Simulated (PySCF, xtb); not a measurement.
2-methylprop-2-en-1-amine (C4H9N), SMILES C=C(C)CN. One conformer was computed; it need not be the lowest.

Harmonic wavenumbers (cm⁻¹) from xtb 6.7.1 with GFN2-xTB at its own minimum, in rising order: 77, 144, 237, 264, 393, 416, 535, 710, 842, 889, 899, 962, 981, 1038, 1059, 1092, 1133, 1241, 1287, 1350, 1392, 1425, 1468, 1476, 1487, 1562, 1736, 2831, 2935, 3004, 3036, 3048, 3098, 3121, 3382, 3414.

### Question
What does B3LYP-D3(BJ)/def2-SVP (PySCF) give at its own minimum? (An estimate is asked for; the answer gives what the named calculation found.)

### Answer
92, 186, 254, 290, 415, 430, 560, 724, 796, 849, 923, 937, 973, 1048, 1056, 1086, 1173, 1286, 1318, 1387, 1404, 1431, 1443, 1468, 1480, 1629, 1731, 2957, 3020, 3027, 3094, 3129, 3134, 3222, 3489, 3569. Paired by order, the mean absolute difference is 39 cm⁻¹ and the zero-point energies are 77.1 and 78.6 kcal/mol.
